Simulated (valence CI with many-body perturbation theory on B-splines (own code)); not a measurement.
**Level structure of Nd XXIX**

Method: configuration interaction combined with many-body perturbation theory (CI+MBPT): four valence electrons over a frozen Dirac-Fock core [Ar] 3d10, radial functions for each j: 11 s, 11 p, 10 d, 8 f, 5 g, 2 h, with the one-electron correlation potential Σ1 (screened to all orders), the two-electron term Σ2, the three-electron term Σ3, Breit, model QED; selected single and double excitations, second order for the rest, scaled by the run's own slope (own B-spline code, finite nucleus).

No measured spectrum was set against this ion. As an estimate, large intervals hold to a few tenths of a per cent, small ones and those within an open d or f shell to about a per cent. Among the levels kept, up to 340 cm⁻¹ of a level comes from second order outside the variational space, and about a tenth of that is noise between levels of different J, which matters for small intervals.

Levels 46 to 90 of 181, with energies above the lowest level, (4s^2 4p1/2^2) J=0. "Leading %" is the weight of the configuration and term that name the level; weights of strongly mixed levels are sums over their largest components and can fall short. In the jj column 3d3/2^4 stands for four electrons in 3d with j = 3/2. Lifetimes count E1, E2, E3, M1 and M2 decay at the calculated energies, and are blank where another channel may lead or the interval is too uncertain; long ones can be off by a factor of two.

```
No.  Configuration  Term  J  E (cm⁻¹)  Leading %   Second component      g  Lifetime                   Leading jj
 46      4s 4p2 4d    3G  3   1881000         58  17 % 4s 4p2 4d 1F  0.880   13.1 ps  4s 4p1/2 4p3/2 4d3/2 (87 %)
 47      4s 4p2 4d    5P  1   1883600         58  18 % 4s 4p2 4d 3P  2.118   2.23 ps  4s 4p1/2 4p3/2 4d3/2 (86 %)
 48      4s 4p2 4d    3P  2   1890300         56  12 % 4s 4p2 4d 3F  1.287   4.83 ps  4s 4p1/2 4p3/2 4d5/2 (64 %)
 49      4s 4p2 4d    5D  3   1893400         35  21 % 4s 4p2 4d 3F  1.286   6.95 ps  4s 4p1/2 4p3/2 4d5/2 (71 %)
 50      4s 4p2 4d    3D  1   1893800         27  24 % 4s 4p2 4d 1P  0.894   3.97 ps  4s 4p1/2 4p3/2 4d3/2 (49 %)
 51      4s 4p2 4d    3F  4   1935300         26  24 % 4s 4p2 4d 1G  1.171   8.33 ps  4s 4p1/2 4p3/2 4d5/2 (59 %)
 52      4s 4p2 4d    3D  1   1943000         75   9 % 4s 4p2 4d 3P  0.739   2.75 ps  4s 4p1/2 4p3/2 4d3/2 (79 %)
 53      4s 4p2 4d    3G  4   1952800         32  31 % 4s 4p2 4d 1G  1.100   19.4 ps  4s 4p1/2 4p3/2 4d5/2 (88 %)
 54      4s 4p2 4d    3D  3   1953100         56  31 % 4s 4p2 4d 3F  1.235   2.45 ps  4s 4p1/2 4p3/2 4d5/2 (55 %)
 55      4s 4p2 4d    3D  3   1956200         36  23 % 4s 4p2 4d 3F  1.188   8.88 ps  4s 4p1/2 4p3/2 4d5/2 (83 %)
 56      4s 4p2 4d    3F  2   1974100         41  13 % 4s 4p2 4d 3D  0.905   2.16 ps  4s 4p1/2 4p3/2 4d3/2 (66 %)
 57      4s 4p2 4d    3D  1   1978900         72  10 % 4s 4p2 4d 1P  0.672   5.26 ps  4s 4p1/2 4p3/2 4d5/2 (84 %)
 58      4s 4p2 4d    3P  0   1979700         89     6 % 4s2 4d2 3P          2.68 ps  4s 4p1/2 4p3/2 4d3/2 (58 %)
 59      4s 4p2 4d    3F  3   2007500         36  28 % 4s 4p2 4d 1F  1.063   3.69 ps  4s 4p1/2 4p3/2 4d5/2 (70 %)
 60      4s 4p2 4d    3P  0   2007900         61  16 % 4s 4p2 4d 1S          3.40 ps  4s 4p1/2 4p3/2 4d5/2 (31 %)
 61      4s 4p2 4d    3F  2   2008400         32  25 % 4s 4p2 4d 3D  0.983   3.38 ps  4s 4p1/2 4p3/2 4d5/2 (53 %)
 62      4s 4p2 4d    3P  1   2013700         44  30 % 4s 4p2 4d 3S  1.454   3.34 ps  4s 4p1/2 4p3/2 4d5/2 (85 %)
 63      4s 4p2 4d    3D  2   2018500         58   9 % 4s 4p2 4d 3P  1.173   3.57 ps  4s 4p1/2 4p3/2 4d5/2 (77 %)
 64      4s 4p2 4d    1P  1   2034500         27  26 % 4s 4p2 4d 3P  1.112   1.93 ps  4s 4p1/2 4p3/2 4d3/2 (37 %)
 65      4s 4p2 4d    3P  2   2039200         31  16 % 4s 4p2 4d 1D  1.220   2.10 ps  4s 4p1/2 4p3/2 4d5/2 (59 %)
 66            4p4    3P  0   2056800         38  36 % 4s 4p2 4d 1S          6.39 ps               4p3/2^4 (53 %)
 67      4s 4p2 4d    3F  4   2071300         50  30 % 4s 4p2 4d 5D  1.311   17.3 ps      4s 4p3/2^2 4d5/2 (83 %)
 68      4s 4p2 4d    3G  5   2088200         57  39 % 4s 4p2 4d 5F  1.277   50.6 ps      4s 4p3/2^2 4d5/2 (90 %)
 69      4s 4p2 4d    3D  2   2092300         28  21 % 4s 4p2 4d 5P  1.368   2.34 ps      4s 4p3/2^2 4d3/2 (75 %)
 70      4s 4p2 4d    3D  3   2092700         38  16 % 4s 4p2 4d 3F  1.322   2.42 ps      4s 4p3/2^2 4d3/2 (65 %)
 71      4s 4p2 4d    3P  1   2096200         33  24 % 4s 4p2 4d 5P  1.603   2.74 ps      4s 4p3/2^2 4d3/2 (73 %)
 72      4s 4p2 4d    3F  4   2135000         59  15 % 4s 4p2 4d 3G  1.193   2.36 ps      4s 4p3/2^2 4d3/2 (72 %)
 73      4s2 4p 4f    3G  3   2139200         50  20 % 4s2 4p 4f 1F  0.850   3.35 ps      4s^2 4p1/2 4f5/2 (79 %)
 74      4s2 4p 4f    3G  4   2148700         25  24 % 4s2 4p 4f 1G  1.100   8.51 ps      4s^2 4p1/2 4f7/2 (71 %)
 75      4s 4p2 4d    3P  0   2159700         63  11 % 4s 4p2 4d 1S          1.92 ps      4s 4p3/2^2 4d3/2 (37 %)
 76      4s2 4p 4f    3F  2   2164700         28  18 % 4s2 4p 4f 1D  0.847   2.79 ps      4s^2 4p1/2 4f5/2 (59 %)
 77      4s2 4p 4f    3D  3   2171200         30  20 % 4s2 4p 4f 3F  1.164   3.27 ps      4s^2 4p1/2 4f7/2 (69 %)
 78      4s 4p2 4d    1F  3   2186100         29  25 % 4s 4p2 4d 3D  1.147   4.76 ps      4s 4p3/2^2 4d5/2 (63 %)
 79      4s 4p2 4d    3S  1   2188200         31  29 % 4s 4p2 4d 3P  1.523   2.99 ps      4s 4p3/2^2 4d5/2 (67 %)
 80      4s 4p2 4d    3D  2   2198700         32  21 % 4s 4p2 4d 3P  1.214   2.73 ps      4s 4p3/2^2 4d5/2 (40 %)
 81      4s 4p2 4d    3D  1   2201600         46  31 % 4s 4p2 4d 1P  0.848   2.10 ps      4s 4p3/2^2 4d3/2 (62 %)
 82      4s 4p2 4d    3D  3   2210900         41  24 % 4s 4p2 4d 3F  1.177   3.18 ps      4s 4p3/2^2 4d5/2 (52 %)
 83      4s 4p2 4d    3D  2   2212700         33  15 % 4s2 4p 4f 3F  1.119   2.05 ps      4s 4p3/2^2 4d3/2 (48 %)
 84      4s 4p2 4d    3D  1   2217900         60  11 % 4s2 4p 4f 3D  0.724   2.23 ps      4s 4p3/2^2 4d3/2 (68 %)
 85      4s 4p2 4d    3F  4   2218100         62  17 % 4s2 4p 4f 3G  1.172   4.20 ps      4s 4p3/2^2 4d5/2 (70 %)
 86      4s 4p2 4d    3D  3   2232500         75  10 % 4s 4p2 4d 3F  1.287   3.34 ps      4s 4p3/2^2 4d5/2 (75 %)
 87      4s 4p2 4d    3D  2   2243300         33  11 % 4s 4p2 4d 1D  1.145   2.08 ps      4s 4p3/2^2 4d3/2 (35 %)
 88      4s 4p2 4d    1D  2   2263000         60  14 % 4s 4p2 4d 3D  1.040   7.25 ps      4s 4p3/2^2 4d5/2 (80 %)
 89      4s 4p2 4d    1F  3   2272000         41  21 % 4s 4p2 4d 3D  1.106   1.93 ps      4s 4p3/2^2 4d5/2 (42 %)
 90        4s2 4d2    3F  2   2310600         67  11 % 4s2 4p 4f 3D  0.775   1.36 ps          4s^2 4d3/2^2 (47 %)
```

Where two levels of one J and parity lie close, their mixing, g and order are uncertain.
